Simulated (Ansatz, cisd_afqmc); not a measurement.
System: I, charge 0, doublet.

Total energies in def2-QZVPP, 7 correlated electrons, 9 frozen orbitals. Radicals and triplets start from unrestricted determinants; spin-orbit coupling is neglected. Correlated methods leave the cores frozen (noble-gas shells, and filled d and f shells in the p block). Past Kr the def2 sets carry scalar-relativistic core potentials. AFQMC/CISD: phaseless, guided by CISD from CCSD amplitudes; bars are statistical, one sigma. Outlying blocks are dropped, and bars are widened where a walk drifts. Over all cases where full CI ran beside it in this data, AFQMC minus full CI had a median of +0.1 mEh and passed +0.4 mEh in a tenth of the cases. Spin-orbit terms, left out, reach several kcal/mol for Br and I, and more for heavier atoms.

| method | program | energy (Eh) | minus CCSDT(Q) (mEh) |
|---|---|---|---|
| HF | Ansatz | -296.65973 | 154.82 |
| MP2 | Ansatz | -296.79019 | 24.36 |
| CCSD | Ansatz | -296.80825 | 6.30 |
| CCSD(T) | Ansatz | -296.81374 | 0.81 |
| CCSDT(Q) | Ansatz | -296.81455 | 0.00 |
| AFQMC/CISD | cisd_afqmc | -296.8141 ± 0.0001 | 0.5 ± 0.1 |

Ansatz is an electronic-structure program.
